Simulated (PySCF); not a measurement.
Compound: (NMe2)3Si-O-SiH3, C₆H₂₁N₃OSi₂.
Bonds: Si1–N2, Si1–N5, Si1–N8, Si1–O11, N2–C3, N2–C4, N5–C6, N5–C7, N8–C9, N8–C10, O11–Si12. Hydrogens: H13, H14, H15 on C3; H16, H17, H18 on C4; H19, H20, H21 on C6; H22, H23, H24 on C7; H25, H26, H27 on C9; H28, H29, H30 on C10; H31, H32, H33 on Si12.

The closed-shell ground state was solved at several levels (PySCF, density fitting, gas phase, non-relativistic). The structure is a single PBE0-D3(BJ)/def2-SVP conformer in the gas phase; no vibrational or solvent corrections.

```json
{"level": "PBE0/pcSseg-1", "basis functions": "323", "total energy (Eh)": "-1058.9906", "HOMO (eV)": "-6.05", "LUMO (eV)": "0.53", "gap (eV)": "6.58", "dipole (D)": "1.07"}
{"level": "KT2/pcSseg-1", "basis functions": "323", "total energy (Eh)": "-1072.7282", "HOMO (eV)": "-4.87", "LUMO (eV)": "-0.53", "gap (eV)": "4.34", "dipole (D)": "1.03"}
```

(1) What might CAM-B3LYP/def2-SVPD (419 basis functions) give for the same quantities?

(2) Over all these levels, which gives the widest orbital gap and which the narrowest?

(3) How far do the dipole and the HOMO energy spread over the levels?

## Answers

(1) Total energy -1059.1505 Eh, HOMO -7.47 eV, LUMO 1.04 eV, gap 8.51 eV, dipole 1.03 D.

(2) CAM-B3LYP/def2-SVPD (range-separated hybrid) has the widest, 8.51 eV, and KT2/pcSseg-1 (GGA) the narrowest, 4.34 eV. Functional and basis both differ between the two, so the spread mixes both effects.

(3) The dipole runs from 1.03 to 1.07 D (mean 1.05 D) and the HOMO from -7.47 to -4.87 eV.
